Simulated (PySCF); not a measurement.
C8H6O2S, SMILES c1coc(Sc2ccco2)c1, singlet at its GFN2-xTB optimised geometry (Å):

```
17

C     -1.2012    -2.2566     0.0000
C      0.1586    -2.2566     0.0000
O      0.6348    -0.9980     0.0000
C     -0.4347    -0.1814    -0.0171
S     -0.1689     1.5529     0.0182
C      1.2333     1.6365    -1.0333
C      2.3528     2.4126    -0.9524
C      3.1191     2.0888    -2.0980
C      2.4087     1.1482    -2.7762
O      1.2547     0.8737    -2.1419
C     -1.5966    -0.8971    -0.0125
H     -1.8457    -3.1111     0.0019
H      0.8804    -3.0484    -0.0090
H      2.5899     3.1111    -0.1779
H      4.0699     2.4985    -2.3696
H      2.6062     0.6081    -3.6803
H     -2.5899    -0.5007    -0.0203
```

Level of theory: PBE/def2-SVP (PySCF). Cells within 0.4 Å of a nucleus heavier than hydrogen are left out (blank, or x).

Map of the Laplacian of the electron density (e/bohr⁵), clipped to [-1.50, 1.50] on the plane z = 0.0 Å:

```
|666666666666666666666666666|
|666666666666666666666666666|
|666666666666666666666666666|
|666666666666666666666666666|
|666666666666666666666666666|
|666666666666666666656666666|
|666666666666666666646666666|
|666666666666666666666666666|
|666666666665696666666666666|
|666666666664xx8666666666666|
|666666666665xx6666666666666|
|666666666666446666666666666|
|666666666666456666666666666|
|666666666667x67766666666666|
|666666604631x47876666666666|
|666666642xx675xx76666666666|
|666666666x4778xx86666666666|
|666666666537763776666666666|
|6666666665xx3xx766666666666|
|6666666663x54xx566666666666|
|666666665057674066666666666|
|666666666566666566666666666|
|666666666666666666666666666|
|666666666666666666666666666|
|666666666666666666666666666|
|666666666666666666666666666|
|666666666666666666666666666|
```
Scale: ten equal steps from -1.50 (start of '0') to 0.920 (end of '9'), in the order '0123456789'; x runs from -5.50 to 5.50, y from -5.50 (bottom) to 5.50 (top).
